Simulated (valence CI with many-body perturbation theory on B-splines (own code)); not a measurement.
## Ge XXVI: magnetic and hyperfine properties of the levels

Computed by relativistic CI+MBPT: five valence electrons over a frozen Dirac-Fock core [He], a basis of 9 s, 9 p, 8 d, 6 f, 3 g, 1 h functions for each j, with the one-electron correlation potential Σ1 (screened to all orders), the two-electron term Σ2, the three-electron term Σ3, Breit, model QED; selected single and double excitations, second order for the rest (own B-spline code, finite nucleus).

No measured levels were compared; by estimate levels of excited configurations hold to 0.05 to 0.15 % of their energy, terms of the ground configuration to about 0.5 %. Among the levels kept, up to 1700 cm⁻¹ of a level comes from second order outside the variational space, and about a tenth of that is noise between levels of different J, which matters for small intervals.

A/g_I is the dipole constant over the nuclear g factor μ/I (μ in nuclear magnetons, uniformly magnetised nucleus), B/Q the quadrupole constant per barn. Both hold the static response of the core; the bare values leave it out. Large factors of s and p1/2 electrons are usually good to 5 to 10 %; those of open d and f shells near neutrality can be off by tens of per cent, and small factors of p3/2, d and f electrons come from cancelling terms and can be off by a factor of two or in sign, in half-filled shells by more. B is blank for J = 1/2, where it vanishes, and for nearly pure S terms. Energies count from the lowest level.

Levels are named by their leading jj configuration (3d3/2^4 stands for four electrons in 3d with j = 3/2), which in mixed levels can hold well under half, so a name can repeat and another be missing. Letters in brackets count levels of one name in rising energy.

| Level | E (eV) | g | A/g_I (MHz) | A/g_I bare | B/Q (MHz/b) | B/Q bare |
| --- | --- | --- | --- | --- | --- | --- |
| (2s^2 2p1/2^2 2p3/2) J=3/2 | 0.0 | 1.681 | 30800 | 35700 | 45700 | 45900 |
| (2s^2 2p1/2 2p3/2^2) J=3/2 | 29.0 | 1.204 | 24800 | 26600 | 69000 | 69200 |
| (2s^2 2p1/2 2p3/2^2) J=5/2 | 38.9 | 1.194 | 104000 | 105000 | -714 | -716 |
| (2s^2 2p1/2 2p3/2^2) J=1/2 | 52.9 | 0.658 | 300000 | 297000 |  |  |
| (2s^2 2p3/2^3) J=3/2 | 78.1 | 1.233 | 58700 | 60500 | -116000 | -116000 |
| (2s 2p1/2^2 2p3/2^2) J=5/2 | 134.1 | 1.564 | 231000 | 230000 | 80300 | 80500 |
| (2s 2p1/2 2p3/2^3) J=3/2 [a] | 154.8 | 1.648 | 124000 | 127000 | -78500 | -78800 |
| (2s 2p1/2^2 2p3/2^2) J=1/2 | 157.8 | 2.537 | 605000 | 599000 |  |  |
| (2s 2p1/2 2p3/2^3) J=3/2 [b] | 186.6 | 0.963 | -15100 | -12400 | -105000 | -105000 |
| (2s 2p1/2 2p3/2^3) J=5/2 | 194.6 | 1.225 | 283000 | 279000 | -181000 | -182000 |
| (2s 2p1/2 2p3/2^3) J=1/2 | 213.0 | 1.582 | 314000 | 310000 |  |  |
| (2s 2p1/2 2p3/2^3) J=3/2 [c] | 221.8 | 1.240 | 20000 | 25100 | 61700 | 61900 |
| (2s 2p3/2^4) J=1/2 | 252.8 | 1.201 | 654000 | 637000 |  |  |
| (2p1/2^2 2p3/2^3) J=3/2 | 340.3 | 1.328 | 49500 | 53800 | -98500 | -98900 |
| (2p1/2 2p3/2^4) J=1/2 | 374.2 | 0.658 | 301000 | 296000 |  |  |
| (2s^2 2p1/2^2 3s) J=1/2 | 1439.9 | 2.170 | 246000 | 243000 |  |  |
| (2s^2 2p1/2 2p3/2 3s) J=3/2 [a] | 1465.6 | 1.694 | 71500 | 73200 | 69000 | 69300 |
| (2s^2 2p1/2 2p3/2 3s) J=1/2 | 1469.9 | 1.175 | -81900 | -76300 |  |  |
| (2s^2 2p1/2^2 3p1/2) J=1/2 | 1472.7 | 0.684 | 81800 | 80900 |  |  |
| (2s^2 2p1/2 2p3/2 3s) J=5/2 | 1474.2 | 1.436 | 138000 | 139000 | 16800 | 16900 |
| (2s^2 2p1/2 2p3/2 3s) J=3/2 [b] | 1477.9 | 1.078 | 93600 | 96000 | 18300 | 18300 |
| (2s^2 2p1/2^2 3p3/2) J=3/2 | 1485.7 | 1.344 | 15500 | 16600 | 24100 | 24200 |
| (2s^2 2p1/2 2p3/2 3p1/2) J=1/2 | 1498.1 | 1.564 | -33800 | -28700 |  |  |
| (2s^2 2p1/2 2p3/2 3p1/2) J=3/2 [a] | 1502.1 | 1.179 | 72200 | 73700 | -5000 | -5010 |
| (2s^2 2p1/2 2p3/2 3p1/2) J=5/2 | 1507.6 | 1.232 | 84700 | 86200 | 22100 | 22200 |
| (2s^2 2p3/2^2 3s) J=5/2 | 1508.4 | 1.354 | 105000 | 105000 | 85200 | 85500 |
| (2s^2 2p1/2 2p3/2 3p3/2) J=5/2 [a] | 1509.6 | 1.407 | 20400 | 22500 | 97500 | 97900 |
| (2s^2 2p1/2 2p3/2 3p3/2) J=1/2 [a] | 1511.1 | 1.987 | -72100 | -67200 |  |  |
| (2s^2 2p3/2^2 3s) J=3/2 | 1511.2 | 1.078 | 23500 | 26500 | 35600 | 35700 |
| (2s^2 2p1/2 2p3/2 3p3/2) J=3/2 [a] | 1513.9 | 1.238 | 72200 | 72800 | -51200 | -51400 |
| (2s^2 2p1/2 2p3/2 3p3/2) J=7/2 | 1517.6 | 1.317 | 68000 | 69400 | 37900 | 38000 |
| (2s^2 2p1/2 2p3/2 3p1/2) J=3/2 [b] | 1518.8 | 1.679 | 82100 | 85300 | 30700 | 30800 |
| (2s^2 2p1/2^2 3d3/2) J=3/2 | 1522.4 | 0.739 | 11700 | 11300 | 1380 | 1460 |
| (2s^2 2p1/2 2p3/2 3p3/2) J=3/2 [b] | 1522.9 | 1.218 | 32900 | 35200 | 41000 | 41100 |
| (2s^2 2p1/2 2p3/2 3p3/2) J=5/2 [b] | 1526.4 | 1.184 | 86400 | 87300 | 16300 | 16300 |
| (2s^2 2p1/2^2 3d5/2) J=5/2 | 1528.5 | 1.193 | 2520 | 2670 | -109 | -11.8 |
| (2s^2 2p3/2^2 3s) J=1/2 | 1530.2 | 1.981 | 258000 | 254000 |  |  |
| (2s^2 2p1/2 2p3/2 3p3/2) J=1/2 [b] | 1532.5 | 0.797 | 260000 | 259000 |  |  |
| (2s 2p1/2^2 2p3/2 3s) J=5/2 | 1543.2 | 1.920 | 242000 | 243000 | 14000 | 14000 |
| (2s^2 2p3/2^2 3p1/2) J=3/2 | 1547.5 | 1.298 | 73500 | 75200 | 55300 | 55500 |

(1) Take the isotope of mass number 73, with I = 9/2, μ = -0.87824 μN and Q = -0.196 b. What is the hyperfine structure of (2s 2p1/2^2 2p3/2^2) J=1/2?

Answers

(1) From the table A = -118000 MHz. Shifts from the centre of gravity in MHz: F = 4: 324000, F = 5: -266000.
